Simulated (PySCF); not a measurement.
# RuNF2: from structure and modes to constants

Computed with UPBE0/[Ru def2-TZVP with ECP28, N def2-TZVP, F def2-TZVP], scalar-relativistic core potentials, density fitting, no spin–orbit coupling, PySCF.

The doublet minimum has C2v symmetry. Masses (u): Ru 101.90435, N 14.00307, F 18.99840.

```xyz
4
charge 0 multiplicity 2, angstrom
Ru    0.0740   -0.0217    0.0000
N     1.5732   -0.4619    0.0000
F    -0.7909    0.2322   -1.6252
F    -0.7909    0.2322    1.6252
```

Harmonic wavenumbers (cm⁻¹): 139.4 (a1, ×1), 141.7 (b1, ×1), 268.5 (b2, ×1), 626.7 (a1, ×1), 675.0 (b2, ×1), 1230.8 (a1, ×1).

Question: Find the principal moments of inertia and the rotational constants. What kind of rotor is it?

Answer: About the centre of mass I = 64.07, 100.36, 164.43 u Å². With B = 16.8576/I this gives 0.2631, 0.168, 0.1025 cm⁻¹. The molecule is an asymmetric top with κ = -0.18.

Question: Give the standard entropy (298.15 K, 1 bar) by its translational, rotational, vibrational and spin parts, and Cp.

Answer: Sackur–Tetrode with M = 153.90 u gives 171.7; rotation with symmetry number 2 gives 100.4; vibration 33.4; spin R ln 2 = 5.8. The total is 311.2 J/(mol K), and Cp = 4 R + 31.8 = 65.0 J/(mol K).

This need not be the most stable arrangement of these atoms. With open d or f shells other occupations or spin states may lie lower.
